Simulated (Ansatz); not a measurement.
A nudged elastic band was laid between two geometries of CH$_{5}$Cl$_{2}$InO (10 atoms, charge 0, multiplicity 1).

Computed with RKS CAM-B3LYP/def2-SVP in Ansatz.

```yaml
movable_images: 7
climbing_image: yes
spring: 5.0 eV/Å²
optimiser: quadratic models (default)
start_path: through a guess of the saddle point
force_threshold: 0.05 eV/Å
iteration_limit: 60
end_points: relaxed
```

Image 0:

```xyz
10
Properties=species:S:1:pos:R:3
In -0.545 -0.398 -0.534
C 0.642 -1.259 1.022
Cl -0.500 -1.101 -2.779
Cl -2.580 0.769 -0.046
H 0.874 2.193 -0.182
O 0.213 1.800 -0.768
H 1.688 -1.336 0.696
H 0.578 -0.647 1.932
H 0.265 -2.266 1.243
H -0.636 2.246 -0.584
```

Image 8:

```xyz
10
Properties=species:S:1:pos:R:3
In -0.906 0.267 -1.177
C 0.863 -0.690 1.078
Cl -0.116 -1.332 -2.661
Cl -2.899 -0.128 -0.032
H 1.041 0.357 0.788
O 0.013 2.012 -1.065
H 1.082 -1.366 0.239
H 1.544 -0.933 1.905
H -0.170 -0.832 1.426
H -0.453 2.645 -0.502
```

(1) What changes between the two ends?

(2) Give the energies along the band, and the barrier.

(3) What is the geometry of the highest image?

(4) What are the harmonic wavenumbers there?

Answers

(1) Bonds broken: In1–C2, H5–O6. Bonds formed: C2–H5. CH5Cl2InO becomes CH4 + Cl2HInO.

(2) The run converged. The highest image is number 5 of 0 to 8, 156.1 kJ/mol above the first end and 117.4 kJ/mol above the last; the last end lies 38.7 kJ/mol above the first. A vibrational analysis at the climbing image gives one clearly imaginary mode, 1483i cm⁻¹: a first-order saddle point. The orbitals stay closed-shell, which can raise the energy where a bond breaks towards radicals; this wasn't checked here.

```
image  path coordinate (Å)  energy (kJ/mol)  In1–C2 (Å)  H5–O6 (Å)  C2–H5 (Å)
    0                 0.00              0.0        2.14       0.97       3.66
    1                 0.75              0.2        2.14       0.97       3.67
    2                 1.49              3.0        2.14       0.97       3.29
    3                 2.24             15.0        2.15       0.97       2.74
    4                 2.98             49.7        2.19       0.98       2.08
    5                 3.73            156.1        2.38       1.28       1.39
    6                 4.37             70.5        2.76       1.86       1.11
    7                 5.01             41.4        3.05       2.37       1.10
    8                 5.65             38.7        3.02       2.69       1.10
```

(3) 
```xyz
10
Properties=species:S:1:pos:R:3:forces:R:3
In -0.821 -0.119 -0.913 0.01 0.00 0.01
C 0.679 -0.654 0.862 -0.01 -0.01 -0.01
Cl -0.295 -1.208 -2.902 0.00 0.00 0.00
Cl -3.042 0.031 -0.204 0.00 0.00 0.00
H 0.611 0.642 0.361 0.01 -0.02 0.02
O 0.340 1.590 -0.449 -0.01 0.01 -0.03
H 1.290 -1.411 0.348 0.00 0.01 0.00
H 1.347 -0.171 1.597 0.00 0.00 0.00
H -0.097 -1.146 1.469 0.00 0.01 0.00
H -0.012 2.447 -0.169 0.00 -0.01 0.02
```

(4) 1483i, 56, 89, 95, 112, 113, 292, 344, 367, 398, 472, 498, 604, 705, 756, 1227, 1368, 1415, 1427, 1728, 3048, 3123, 3164, 3844 cm⁻¹.

Time of the run: 6.2 min on 4 threads of Arm Neoverse N1, on a shared host, peak memory 0.38 GiB.
